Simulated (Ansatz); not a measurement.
The inner images of a band of Cl2FGeHO + H2S (9 atoms, charge 0, multiplicity 1) are given out of order.

The calculation used RKS PBE0-D4/def2-SVP (Ansatz).

Image 0:

```xyz
9
Properties=species:S:1:pos:R:3
Ge -0.157 -0.100 -0.020
O -0.249 -0.079 1.731
H -0.843 -0.782 2.031
Cl 1.806 -0.445 -0.736
Cl -1.084 1.552 -0.958
F -1.088 -1.491 -0.452
S 1.634 2.573 1.466
H 2.749 1.813 1.455
H 1.025 1.765 2.358
```

Image 8:

```xyz
9
Properties=species:S:1:pos:R:3
Ge 0.224 0.859 -0.409
O 0.623 -0.008 2.657
H 1.018 -0.834 2.352
Cl 1.266 -0.991 -0.701
Cl -0.496 1.536 -2.290
F -1.172 0.371 0.516
S 1.339 2.380 0.654
H 1.285 1.551 1.749
H -0.293 -0.057 2.346
```

Problem. Put them in order from the first end to the last, with their energies above the first end.
A.
```xyz
9
Properties=species:S:1:pos:R:3
Ge 0.019 0.092 0.062
O -0.128 -0.008 1.830
H -0.787 -0.669 2.082
Cl 1.908 -0.394 -0.806
Cl -1.081 1.623 -0.929
F -0.913 -1.320 -0.316
S 1.448 2.327 1.301
H 2.562 1.577 1.441
H 0.765 1.577 2.211
```
B.
```xyz
9
Properties=species:S:1:pos:R:3
Ge 0.305 0.698 -0.421
O 0.517 -0.190 2.672
H -0.149 -0.713 2.204
Cl 1.799 -0.633 -1.141
Cl -0.804 1.592 -2.000
F -0.866 -0.338 0.345
S 1.132 2.327 0.771
H 1.837 1.460 1.538
H 0.025 0.605 2.908
```
C.
```xyz
9
Properties=species:S:1:pos:R:3
Ge 0.356 0.750 -0.563
O 0.615 -0.054 2.788
H 0.146 -0.606 2.145
Cl 1.681 -0.778 -1.238
Cl -0.701 1.570 -2.214
F -0.809 -0.143 0.385
S 1.285 2.274 0.666
H 1.325 1.361 1.696
H -0.104 0.432 3.209
```
D.
```xyz
9
Properties=species:S:1:pos:R:3
Ge 0.339 0.592 -0.254
O 0.333 -0.178 2.426
H -0.490 -0.648 2.235
Cl 1.967 -0.483 -1.110
Cl -0.922 1.634 -1.633
F -0.779 -0.673 0.180
S 1.149 2.297 0.888
H 2.149 1.564 1.434
H 0.048 0.700 2.710
```
E.
```xyz
9
Properties=species:S:1:pos:R:3
Ge 0.302 0.808 -0.510
O 0.616 0.010 2.788
H 0.634 -0.830 2.313
Cl 1.520 -0.871 -1.030
Cl -0.586 1.608 -2.268
F -0.977 0.087 0.424
S 1.315 2.316 0.670
H 1.289 1.431 1.725
H -0.319 0.248 2.764
```
F.
```xyz
9
Properties=species:S:1:pos:R:3
Ge 0.192 0.277 0.039
O -0.033 0.051 1.899
H -0.775 -0.463 2.253
Cl 2.000 -0.412 -0.888
Cl -1.113 1.641 -0.980
F -0.763 -1.168 -0.200
S 1.317 2.193 1.216
H 2.491 1.551 1.411
H 0.478 1.138 2.126
```
G.
```xyz
9
Properties=species:S:1:pos:R:3
Ge 0.327 0.471 -0.051
O 0.124 -0.057 2.081
H -0.702 -0.533 2.251
Cl 2.021 -0.428 -1.020
Cl -1.077 1.642 -1.202
F -0.690 -0.961 -0.017
S 1.289 2.276 0.941
H 2.378 1.591 1.365
H 0.124 0.806 2.528
```

Solution. A (+0.14 eV), F (+0.69 eV), G (+0.17 eV), D (-0.04 eV), B (-0.27 eV), C (-0.40 eV), E (-0.42 eV).

Time of the run: 8.1 min on 4 threads of Arm Neoverse V1, on a shared host, peak memory 0.37 GiB.
